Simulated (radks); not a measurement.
Numerical settings for neutral ruthenium, [Kr] 4d7 5s1. Method: Dirac Kohn-Sham, BLYP, spin-unpolarised, spherical densities, point nucleus; open shells are shared between the two j in proportion to 2j + 1; computed with a radial shooting solver on a logarithmic mesh with Libxc functionals. The defaults (mesh step 0.008 in ln r, mesh end at 40 bohr or more with all orbitals vanishing there, Anderson mixing 0.5 over 9 steps, residual threshold near 1e-9 with the energy settled to 1e-9 hartree or 1e-11 of itself, here a cap of 62 iterations) give E = -4532.0947 hartree and 5s1/2 at -4.242 eV in 14 iterations. Run on one thread of a shared host, so times are rough (Intel(R) Xeon(R) Platinum 8488C): 0.15 s of CPU time, 0.15 s wall, 14 iterations on 2725 mesh points. Changes against that run (0 stands for a change within the tolerance of the run):

| setting | iterations | converged | E (mhartree) | e(5s1/2) (meV) | CPU (s) |
|---|---|---|---|---|---|
| mesh step in ln r 0.012 | 14 | yes | 0 | 0 | 0.1 |
| mesh step in ln r 0.12 | 2 | no | diverged | - | 0.03 |
| mesh step in ln r 0.05 | 14 | yes | +0.0172 | 0 | 0.03 |
| mesh end (bohr) 400 | 14 | yes | 0 | 0 | 0.15 |
| mesh end (bohr) 1 | 14 | level above zero | +2.18e+05 | +1.25e+06 | 0.16 |
| residual threshold 1e-05 | 12 | yes | 0 | 0 | 0.13 |
| residual threshold 0.1 | 10 | yes | 0 | +0.701 | 0.12 |
| mixing 0.2 | 16 | yes | 0 | 0 | 0.17 |
| linear mixing, mixing 0.5 | 30 | yes | 0 | 0 | 0.24 |
| linear mixing, mixing 0.05 | 62 | no | +0.117 | -155 | 0.53 |
| mixing history 2 | 22 | yes | 0 | 0 | 0.19 |
| iteration cap 2 | 2 | no | +86.8 | -4.48e+03 | 0.04 |

Settled on a wrong energy, with an occupied level pushed above zero by the early mesh end: mesh end (bohr) 1 (+218 hartree). Apart from these: no run marked as converged misses the energy by more than 1 mhartree. A mesh that ends early acts as a hard wall.
